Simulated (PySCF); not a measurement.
C3H9BCl2Si, SMILES ClB([Si](C)(C)C)Cl, singlet (GFN2-xTB optimised geometry):

```
16

B      0.761     1.285     0.000
Cl     0.004     2.833     0.000
Cl     2.483     1.285     0.000
Si    -0.314    -0.412    -0.041
C      0.715    -1.913     0.541
C     -0.907    -0.759    -1.829
C     -1.868    -0.276     1.065
H      0.140    -2.833     0.494
H      1.598    -2.046    -0.076
H      1.052    -1.790     1.566
H     -0.068    -0.880    -2.508
H     -1.519     0.055    -2.205
H     -1.501    -1.666    -1.877
H     -2.483     0.570     0.772
H     -1.604    -0.141     2.109
H     -2.483    -1.168     0.996
```

Computed with CAM-B3LYP/def2-TZVP (PySCF 2.14.0).

What are the frontier orbital energies and the dipole moment?

HOMO-2 -9.96 eV, HOMO-1 -9.89 eV, HOMO -9.19 eV, LUMO -0.73 eV, LUMO+1 1.55 eV; dipole moment 1.04 D.

Meta-Löwdin charges at CAM-B3LYP/def2-TZVP: B1 -0.09, Cl2 -0.04, Cl3 -0.04, Si4 0.83, C5 -0.59, C6 -0.59, C7 -0.59, H8 0.12, H9 0.12, H10 0.12, H11 0.12, H12 0.12, H13 0.12, H14 0.12, H15 0.12, H16 0.12.
